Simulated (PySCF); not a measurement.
# `O=Cc1ccc(C2CCC2)o1`: 4 charge schemes on one density

Species: C9H10O2.
Geometry (GFN2-xTB, Å), atoms numbered from 1 in this order:
```xyz
21
C9H10O2 angstrom
O      4.3412   -0.5556   -1.5295
C      3.1538   -0.7369   -1.3989
C      2.2834    0.0216   -0.5347
C      2.5306    1.0811    0.3151
C      1.2996    1.4132    0.8991
C      0.3729    0.5414    0.3748
C     -1.0818    0.4080    0.6127
C     -1.9922    0.3797   -0.6371
C     -2.7257   -0.8397   -0.0630
C     -1.6039   -1.0028    0.9712
O      0.9637   -0.2955   -0.4878
H      2.6209   -1.5333   -1.9544
H      3.4835    1.5408    0.4796
H      1.1116    2.1899    1.6118
H     -1.3954    1.1613    1.3354
H     -2.5873    1.2738   -0.8059
H     -1.4320    0.1447   -1.5391
H     -3.6800   -0.5808    0.3905
H     -2.8726   -1.6741   -0.7442
H     -1.9080   -1.1422    2.0057
H     -0.8913   -1.7776    0.6981
```

Density: PBE0/pcSseg-1 (PySCF); schemes: Mulliken, IAO, Hirshfeld and ESP-fitted. Isolated species at its GFN2-xTB geometry (one conformer only).

**Question.** For which atoms does the sign change between the 4 schemes (beyond +0.03 e in one, beyond −0.03 e in another)?

**Answer.** C7. Atomic charges aren't observables, and each scheme defines them in its own way.

**Question.** At which atom do the 4 schemes differ most?

**Answer.** At C7: from -0.334 (Mulliken) to +0.043 e (ESP-fitted), 0.377 e apart.

**Question.** Which atoms carry the lowest charge in the Mulliken, IAO, Hirshfeld and ESP-fitted schemes?

**Answer.** The schemes don't all agree: Mulliken O11 (-0.405); IAO O1 (-0.412); Hirshfeld O1 (-0.244); ESP-fitted O1 (-0.458).

**Question.** Give the atomic charges in each scheme.

**Answer.** In e:

| atom | environment | Mulliken | IAO | Hirshfeld | ESP-fitted |
| --- | --- | --- | --- | --- | --- |
| O1 | aldehyde oxygen | -0.368 | -0.412 | -0.244 | -0.458 |
| C2 | aldehyde carbon | +0.313 | +0.228 | +0.096 | +0.394 |
| C3 | substituted aromatic carbon | +0.063 | +0.086 | +0.031 | -0.020 |
| C4 | aromatic CH carbon | -0.070 | -0.165 | -0.056 | -0.060 |
| C5 | aromatic CH carbon | -0.106 | -0.229 | -0.086 | -0.350 |
| C6 | substituted aromatic carbon | +0.274 | +0.199 | +0.086 | +0.055 |
| C7 | benzylic-type carbon | -0.334 | -0.131 | -0.027 | +0.043 |
| C8 | four-membered-ring carbon | -0.122 | -0.262 | -0.070 | -0.035 |
| C9 | four-membered-ring carbon | -0.235 | -0.267 | -0.070 | -0.209 |
| C10 | four-membered-ring carbon | -0.121 | -0.262 | -0.070 | -0.026 |
| O11 | furan-type oxygen | -0.405 | -0.233 | -0.042 | -0.099 |
| H12 | formyl hydrogen | +0.075 | +0.103 | +0.037 | +0.017 |
| H13 | aromatic hydrogen | +0.089 | +0.184 | +0.068 | +0.161 |
| H14 | aromatic hydrogen | +0.080 | +0.169 | +0.060 | +0.204 |
| H15 | methine hydrogen | +0.116 | +0.149 | +0.051 | +0.079 |
| H16 | methylene hydrogen | +0.129 | +0.139 | +0.040 | +0.027 |
| H17 | methylene hydrogen | +0.125 | +0.145 | +0.038 | +0.051 |
| H18 | methylene hydrogen | +0.119 | +0.138 | +0.041 | +0.081 |
| H19 | methylene hydrogen | +0.124 | +0.138 | +0.040 | +0.072 |
| H20 | methylene hydrogen | +0.129 | +0.139 | +0.040 | +0.025 |
| H21 | methylene hydrogen | +0.125 | +0.145 | +0.038 | +0.047 |

Mean size of the charges over all atoms: IAO 0.187 e, Mulliken 0.168 e, ESP-fitted 0.120 e, Hirshfeld 0.063 e. Each set sums to the total charge, 0, to within 0.001 e. The Mulliken scheme gives each basis function's population to the atom it is centred on and halves the overlap population of two atoms between them.

**Question.** How closely do the schemes follow one another over all atoms?

**Answer.** Correlation coefficient and root-mean-square difference: IAO with Hirshfeld 0.94, 0.130 e; Mulliken with IAO 0.90, 0.090 e; Hirshfeld with ESP-fitted 0.87, 0.114 e; Mulliken with Hirshfeld 0.83, 0.140 e; IAO with ESP-fitted 0.80, 0.122 e; Mulliken with ESP-fitted 0.70, 0.145 e.

**Question.** How many electrons does the ESP-fitted scheme count on C9?

**Answer.** Z − q = 6 − (-0.209) = 6.209.
